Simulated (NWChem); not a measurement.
System: CH5NOSi2; SMILES C1=N[SiH2]O[SiH2]1

Input file for NWChem:

```
start job
memory heap 200 mb stack 900 mb global 1100 mb
geometry units angstroms noautoz
  C     -1.429246     0.423588     0.000000
  N     -1.284123    -0.845949     0.000000
  Si     0.417677    -1.354138     0.000000
  O      1.230454     0.118047     0.000000
  Si     0.203958     1.442291     0.000000
  H     -2.452911     0.847992     0.000000
  H      0.722814    -2.141805     1.223852
  H      0.722814    -2.141805    -1.223852
  H      0.384282     2.283321    -1.218678
  H      0.384282     2.283321     1.218678
end
basis spherical
  * library def2-tzvp
end
dft
  xc b3lyp
  iterations 150
  semidirect filesize 400000000
  mulliken
end
task dft energy
```

NWChem printed, in part:

```
             Northwest Computational Chemistry Package (NWChem) 7.3.0
             --------------------------------------------------------

 CS  symmetry detected

                             Geometry "geometry" -> ""
                             -------------------------

 Output coordinates in angstroms (scale by  1.889725989 to convert to a.u.)

  No.       Tag          Charge          X              Y              Z
 ---- ---------------- ---------- -------------- -------------- --------------
    1 C                    6.0000    -1.43730309     0.44382947     0.00000000
    2 N                    7.0000    -1.30888322    -0.82750574     0.00000000
    3 Si                  14.0000     0.38608855    -1.35802436     0.00000000
    4 O                    8.0000     1.21815010     0.10334783     0.00000000
    5 Si                  14.0000     0.20915264     1.44097272     0.00000000
    6 H                    1.0000    -2.45529998     0.88165490     0.00000000
    7 H                    1.0000     0.68084373    -2.14963492     1.22385200
    8 H                    1.0000     0.68084373    -2.14963492    -1.22385200
    9 H                    1.0000     0.40051807     2.27955931    -1.21867800
   10 H                    1.0000     0.40051807     2.27955931     1.21867800

 Effective nuclear repulsion energy (a.u.)     288.9254211963

      Symmetry information
      --------------------

 Group name             Cs
 Group number              2
 Group order               2
 No. of unique centers     8

                                 NWChem DFT Module
                                 -----------------

 Summary of "ao basis" -> "ao basis" (spherical)
 ------------------------------------------------------------------------------
       Tag                 Description            Shells   Functions and Types
 ---------------- ------------------------------  ------  ---------------------
 C                         def2-tzvp                11       31   5s3p2d1f
 N                         def2-tzvp                11       31   5s3p2d1f
 Si                        def2-tzvp                13       37   5s5p2d1f
 O                         def2-tzvp                11       31   5s3p2d1f
 H                         def2-tzvp                 4        6   3s1p

      Symmetry analysis of basis
      --------------------------

        a'        130
        a"         67

            General Information
            -------------------
          SCF calculation type: DFT
          Wavefunction type:  closed shell.
          No. of atoms     :    10
          No. of electrons :    54
           Alpha electrons :    27
            Beta electrons :    27
          Charge           :     0
          Spin multiplicity:     1
          Use of symmetry is: on ; symmetry adaption is: on
          Maximum number of iterations: 150
          AO basis - number of functions:   197
                     number of shells:    79
          Convergence on energy requested:  1.00D-06
          Convergence on density requested:  1.00D-05
          Convergence on gradient requested:  5.00D-04

              XC Information
              --------------
                         B3LYP Method XC Potential
                     Hartree-Fock (Exact) Exchange  0.200
                        Slater Exchange Functional  0.800 local
                    Becke 1988 Exchange Functional  0.720 non-local
              Lee-Yang-Parr Correlation Functional  0.810
                  VWN I RPA Correlation Functional  0.190 local

             Grid Information
             ----------------
          Grid used for XC integration:  medium
          Radial quadrature: Mura-Knowles
          Angular quadrature: Lebedev.
          Tag              B.-S. Rad. Rad. Pts. Rad. Cut. Ang. Pts.
          ---              ---------- --------- --------- ---------
          C                   0.70       49          11.0       434
          N                   0.65       49          11.0       434
          Si                  1.10       88          11.0       590
          O                   0.60       49          11.0       434
          H                   0.35       45          13.0       434
          Grid pruning is: on
          Number of quadrature shells:   458
          Spatial weights used:  Erf1

      Superposition of Atomic Density Guess
      -------------------------------------

 Sum of atomic energies:        -746.93705426

      Non-variational initial energy
      ------------------------------

 Total energy =    -749.098932
 1-e energy   =   -1605.870801
 2-e energy   =     567.846447
 HOMO         =      -0.270337
 LUMO         =      -0.055917

      Symmetry analysis of molecular orbitals - initial
      -------------------------------------------------

  Numbering of irreducible representations:

     1 a'          2 a"

  Orbital symmetries:

     1 a'          2 a'          3 a'          4 a'          5 a'
     6 a'          7 a'          8 a'          9 a'         10 a'
    11 a"         12 a"         13 a'         14 a'         15 a'
    16 a'         17 a'         18 a'         19 a'         20 a"
    21 a'         22 a'         23 a'         24 a"         25 a"
    26 a"         27 a'         28 a"         29 a'         30 a'
    31 a'         32 a'         33 a'         34 a'         35 a"
    36 a'         37 a"

------------------------------------------------------------
EAF file 0: "./job.aoints.0" size=467140608 bytes
------------------------------------------------------------
               write      read    awrite     aread      wait
               -----      ----    ------     -----      ----
     calls:      891         0         0         0         0
   data(b): 4.67e+08  0.00e+00  0.00e+00  0.00e+00
   time(s): 0.00e+00  0.00e+00  0.00e+00  0.00e+00  0.00e+00
rate(mb/s): 0.00e+00  0.00e+00
------------------------------------------------------------

[...]
```

Level: B3LYP/def2-TZVP. Geometry: optimised at PBE0/def2-SVP. B3LYP is NWChem's, with the RPA form of VWN correlation.
